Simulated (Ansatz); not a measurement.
BH4NSSi, SMILES `NB1[SiH2]S1`, 8 atoms. Charge 0, multiplicity 1. All runs use 4 threads of a server CPU on a shared host. Correlated methods freeze the cores. Open-shell runs search over several starts.

Question: Give the basis size and wall time and peak host memory of each of these runs in Ansatz. RKS ωB97M-V/def2-SVP energy; RKS PBE0-D4/def2-TZVP frequencies; UKS PBE-D4/def2-TZVPP energy of the cation; RKS PBE0-D4/def2-SVP energy; UKS ωB97M-V/def2-TZVPP energy of the cation; UKS ωB97X-V/def2-TZVPP energy of the cation; direct RPA on PBE orbitals/def2-TZVPP energy; RKS PBE0-D4/def2-QZVPP energy; RHF-MP2/def2-QZVPP energy; UKS PBE0-D4/def2-TZVPP energy of the cation; RKS r2SCANh-D4/def2-TZVPP energy; UKS r2SCAN-D4/def2-TZVPP energy of the cation. (Best estimate.)

Answer: Computed: Other jobs shared the machine, so times are rough.

| level | job | functions | wall time | peak host memory (GiB) |
| --- | --- | --- | --- | --- |
| RKS PBE0-D4/def2-SVP | energy | 84 | 1.2 s | 0.15 |
| RKS ωB97M-V/def2-SVP | energy | 84 | 4.6 s | 0.23 |
| direct RPA on PBE orbitals/def2-TZVPP | energy | 202 | 4.7 s | 0.41 |
| RKS r2SCANh-D4/def2-TZVPP | energy | 202 | 5.5 s | 0.43 |
| RKS PBE0-D4/def2-QZVPP | energy | 374 | 8 s | 1.1 |
| UKS PBE0-D4/def2-TZVPP | energy of the cation | 202 | 12 s | 0.61 |
| UKS PBE-D4/def2-TZVPP | energy of the cation | 202 | 15 s | 0.53 |
| UKS r2SCAN-D4/def2-TZVPP | energy of the cation | 202 | 16 s | 0.5 |
| RHF-MP2/def2-QZVPP | energy | 374 | 17 s | 1.6 |
| UKS ωB97X-V/def2-TZVPP | energy of the cation | 202 | 41 s | 1 |
| UKS ωB97M-V/def2-TZVPP | energy of the cation | 202 | 54 s | 1.1 |
| RKS PBE0-D4/def2-TZVP | frequencies | 160 | 95 s | 0.33 |
